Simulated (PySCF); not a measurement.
**MSi anions for M along group 14**

PBE0 with double-zeta basis sets in PySCF, for the lowest determinant that a PBE0 search found; no spin–orbit coupling. De refers to high-spin ground-configuration atoms (the charge goes to the atom of lower measured ionisation energy or higher electron affinity, which is not always the lowest computed limit). A positive dipole points towards Si; it is taken about the centre of mass and depends on that origin.

| M | basis | charged atom | state (unpaired electrons) | Re (Å) | ωe (cm⁻¹) | De (eV) | μ (D) |
| --- | --- | --- | --- | --- | --- | --- | --- |
| Si | def2-SVPD | Si− | doublet (π ↑) | 2.172 | 581 | n/a | n/a |
| Sn | def2-SVPD | Si− | doublet (π ↑) | 2.423 | 396 | n/a | -3.69 |
| Pb | def2-SVPD | Si− | doublet (π ↑) | 2.488 | 359 | n/a | -4.97 |

The shortest bond is that of Si₂⁻ (2.172 Å), the longest that of SiPb⁻ (2.488 Å).

Down a group the atoms grow and get heavier, so bonds lengthen and wavenumbers fall; this series shows no clear exception.

Spin–orbit coupling is left out, which matters for elements this heavy, above all for dissociation energies. The highest Kohn–Sham level is positive in some of these anions. Much of that is self-interaction error, but it also means that the finite basis helps to hold the extra electron. States were picked by a PBE0 search and need not be the measured ground states.
